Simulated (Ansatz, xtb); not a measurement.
# Ligand exchange: CH7NSi + SiH3I → CH9NSi2 + HI

Species: CH7NSi `CN[SiH3]`, singlet; SiH3I `[SiH3]I`, singlet; CH9NSi2 `CN[SiH2][SiH3]`, singlet; HI (hydrogen iodide), singlet. The partners trade H for SiH3: Si–H and I–SiH3 bonds give way to Si–SiH3 and I–H.

Shapes, held fixed at every level: PBE0-D4/def2-TZVP. Flexible molecules stand in one conformer, not always the lowest. Programs: Ansatz 0.2.0, xtb 6.7.1. The zero-point and thermal change to 298 K, harmonic and unscaled (PBE0-D4/def2-TZVP), is -4.6 kJ/mol.

```tsv
level	kind	ΔH(298 K) (kJ/mol)	less CCSD(T)/def2-TZVPP	CPU time (sum over the molecules)
GFN2-xTB	semi-empirical	+150.0	+73.0	0.15 s
HF/def2-SVP	Hartree–Fock	+94.7	+17.7	–
PBE-D4/def2-TZVPP	GGA	+66.2	-10.8	19 s
r2SCAN-D4/def2-TZVPP	meta-GGA	+76.8	-0.2	31 s
BHLYP-D4/def2-TZVPP	global hybrid	+85.8	+8.8	20 s
B2PLYP/def2-TZVPP	double hybrid	+84.4	+7.4	34 s
CCSD(T)/def2-SVP	coupled cluster or CI	+74.4	-2.6	19 s
CCSD/def2-TZVPP	coupled cluster or CI	+79.0	+2.0	–
CCSD(T)/def2-TZVPP	coupled cluster or CI	+77.0	0.0	4.6 min
```

The highest level, CCSD(T)/def2-TZVPP, gives ΔH(298 K) = +77.0 kJ/mol; the levels span +66.2 to +150.0. GFN2-xTB strays far from the other rows. The column of differences is taken from that level and isn't an error. No measured value is set beside it here. For atoms past krypton def2 sets carry core potentials with scalar relativity. Correlated rows may include outer-core shells of I, which these sets cover unevenly. Times are processor times on shared x86 and Arm servers, and rough.
